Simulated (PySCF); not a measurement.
# `C/C(=C\C#N)CCF` in a uniform electric field

Species: C6H8FN.
Cartesian coordinates in Å at the GFN2-xTB level; atoms count from 1:
```xyz
16
C6H8FN angstrom
C     -0.9687   -1.3457    0.2235
C     -0.3788   -0.0699   -0.2801
C     -1.0655    1.0767   -0.3352
C     -2.4055    1.1950    0.0730
N     -3.5008    1.3057    0.3976
C      1.0636   -0.1182   -0.7016
C      1.9892    0.2341    0.4643
F      1.8149    1.5446    0.8297
H     -1.0070   -2.0792   -0.5827
H     -0.3508   -1.7637    1.0180
H     -1.9756   -1.1903    0.6023
H     -0.6122    1.9904   -0.6966
H      1.2488    0.5940   -1.5081
H      1.3233   -1.1197   -1.0461
H      1.7767   -0.3710    1.3515
H      3.0407    0.1263    0.1790
```

Level: CAM-B3LYP/def2-SVPD (PySCF); nuclei fixed, core orbitals frozen in the response. Permanent dipole (4.494, -3.097, -1.542) D (1 au = 2.5417 D). Static polarisability (au):

```
x    98.36 -12.97  -4.61
y   -12.97  76.66  -0.25
z    -4.61  -0.25  59.11
```

Only the terms in μ and α are kept: μ(F) = μ + αF and ΔE = −μ·F − ½ F·αF.

Task: Apply 0.01 au along ±x, ±y and ±z in turn. Tabulate induced and total dipoles and both energy terms.

Result: 
| field along | induced x (D) | induced y (D) | induced z (D) | total size (D) | −μ·F (kJ/mol) | −½F·αF (kJ/mol) |
| --- | --- | --- | --- | --- | --- | --- |
| +x | 2.500 | -0.330 | -0.117 | 7.963 | -46.421 | -12.912 |
| −x | -2.500 | 0.330 | 0.117 | 3.696 | +46.421 | -12.912 |
| +y | -0.330 | 1.949 | -0.006 | 4.589 | +31.990 | -10.064 |
| −y | 0.330 | -1.949 | 0.006 | 7.147 | -31.990 | -10.064 |
| +z | -0.117 | -0.006 | 1.502 | 5.366 | +15.928 | -7.760 |
| −z | 0.117 | 0.006 | -1.502 | 6.331 | -15.928 | -7.760 |

Task: For the field (0.0080, -0.0050, 0.0000) au, what is the induced dipole, and what angle does it make with the field?

Result: αF = (2.165, -1.238, -0.091) D, at 3.1° to the field. The polarisability along this direction, F·αF/F², is 103.92 au, against a mean of 78.05 au.

Task: At what field along the permanent dipole would the induced dipole along it equal the permanent one, in this linear picture?

Result: The polarisability along the dipole is 102.12 au, so F = 2.2313 au / 102.12 au = 0.0218 au = 1.12 V/Å; higher-order terms are ignored.

Task: What field makes μF equal to kT at 298 K?

Result: kT = 0.9437 × 10⁻³ Eh, so F = 0.000423 au = 2.17 MV/cm.

Task: A unit point charge sits 20 Å away. Estimate the induction energy −αe²/2R⁴ with the mean polarisability, treating the molecule as a point.

Result: R = 37.79 bohr, so the energy is −78.0/(2 × 37.79⁴) Eh = -0.0502 kJ/mol. The charge–dipole term at its most favourable orientation, −μe/R², is -4.1 kJ/mol.

Geometry: GFN2-xTB, one conformer, isolated molecule.
